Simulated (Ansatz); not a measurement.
```yaml
atoms:
  - { symbol: C, position_ang: [0.0473, -0.0721, -0.1255] }
  - { symbol: H, position_ang: [-0.0184, 0.9109, 0.6502] }
  - { symbol: H, position_ang: [0.1560, -0.8733, 0.5090] }
```

Basis set: STO-3G (spherical functions). Left uncorrelated: 1 orbital. Charge 0, multiplicity 1.

Computed with Ansatz (development build ahead of 0.2.0); each method stands on the lowest determinant of its kind that the runs found. Restricted open shells among the atoms or ions are ROHF, correlated in semicanonical orbitals with singles.

Give the atomization energy at this shape (free ground-state atoms in the same class of orbitals less the molecule, no zero-point energy) of singlet CH2 by RHF-MP2, RHF.

```
 method  atomization energy
RHF-MP2             6.77 eV
    RHF             6.02 eV
```

Caution: another spin multiplicity may lie lower; stretched shape with no unrestricted run beside it, a lower state can exist. Caution for RHF-MP2: bonds are stretched, where a single reference can fail.

This basis has no polarisation functions and is too small for such energies, which can lie far from measured ones in either direction.
